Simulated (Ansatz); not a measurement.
Program: Ansatz. Geometries: PBE0-D4/def2-TZVP. ΔE: electronic, gas phase. CBS: MP2 limit from def2 TZ/QZ plus the TZ coupled-cluster correction, frozen cores. This one scheme is used for every species. Functionals use def2-TZVPP. B3LYP here is the variant with VWN-RPA as its local correlation; programs differ in this. For Ge outer-core shells are correlated without core-valence functions, which leaves a few kJ/mol of doubt a bond. Scalar relativity is left out up to krypton. Each species was taken in one conformer, which may not be the lowest.

Consider the cleavage of the Si–Ge bond: `C[O][Ge]([OH])([SiH3])[Cl]` + `NN` → `NN[SiH3]` + `C[O][GeH]([OH])[Cl]`.

`C[O][Ge]([OH])([SiH3])[Cl]`:

Cartesian coordinates in Å:
```
C -1.473 -1.174 1.064
O -1.421 -0.237 0.009
Ge -0.031 0.836 -0.194
O -0.572 2.045 -1.350
Si 1.999 -0.168 -0.931
Cl 0.289 1.767 1.742
H -2.438 -1.681 1.007
H -1.389 -0.690 2.042
H -0.683 -1.931 0.980
H -1.471 2.339 -1.173
H 3.050 0.876 -0.964
H 2.352 -1.228 0.045
H 1.789 -0.754 -2.277
```

`NN`:

Z-matrix (Å, degrees):
```
N
N 1 1.415
H 1 1.014 2 112.7
H 1 1.011 2 108.2 3 119.7
H 2 1.011 1 108.2 3 89.8
H 2 1.014 1 112.7 3 -29.9
```

`NN[SiH3]`:

Z-matrix (Å, degrees):
```
Si
N 1 1.714
H 1 1.494 2 112.3
H 1 1.491 2 110.9 3 -118.9
H 1 1.486 2 107.1 3 120.7
N 2 1.407 1 123.5 3 57.5
H 2 1.005 1 123.5 3 -110.3
H 6 1.013 2 110.1 1 66.7
H 6 1.014 2 110.8 1 -53.4
```

`C[O][GeH]([OH])[Cl]`:

```xyz
10

C    -0.634   -1.116   -1.055
O    -0.110    0.169   -0.790
Ge    0.676    0.530    0.740
O     0.927    2.262    0.767
Cl   -0.676   -0.069    2.305
H     0.152   -1.879   -1.083
H    -1.112   -1.079   -2.036
H    -1.383   -1.410   -0.312
H     2.020   -0.162    0.949
H     0.140    2.753    0.515
```

| level | ΔE (kJ/mol) | difference from CCSD(T)/CBS |
| --- | --- | --- |
| r2SCAN-D4 | -16.0 | 1.0 |
| PBE0-D4 | -9.5 | 7.5 |
| B3LYP-D4 | -15.3 | 1.7 |
| ωB97X-V | -19.7 | -2.7 |
| ωB97M-V | -21.3 | -4.3 |
| B2PLYP | -22.0 | -5.0 |
| PBE | -7.1 | 9.9 |
| r2SCAN | -17.2 | -0.2 |
| PBE0 | -12.6 | 4.4 |
| HF/def2-TZVPP | -35.6 | -18.6 |
| MP2/def2-TZVPP | -23.5 | -6.5 |
| CCSD/def2-TZVPP | -20.7 | -3.7 |
| CCSD(T)/def2-TZVPP | -18.3 | -1.3 |
| MP2/def2-QZVPP | -23.4 | -6.4 |
| HF/CBS(def2) | -37.5 | -20.5 |
| CCSD/CBS(def2) | -19.5 | -2.5 |
| CCSD(T)/CBS | -17.0 | 0 |

Largest T1 diagnostic among the species: 0.012.

In def2-TZVPP, CCSD(T) changes the Hartree–Fock value by +17.3 kJ/mol (the triples alone add +2.5 kJ/mol) and MP2 by +12.0 kJ/mol. From PBE to PBE0 (25 % exact exchange), in def2-TZVPP and without D4, ΔE moves by −5.5 kJ/mol. The D4 term adds +4.6 kJ/mol with B3LYP and +3.1 kJ/mol with PBE0; it sums over pairs of atoms, weighted by their polarisabilities, and B3LYP, whose exchange is more repulsive, gets the larger term.
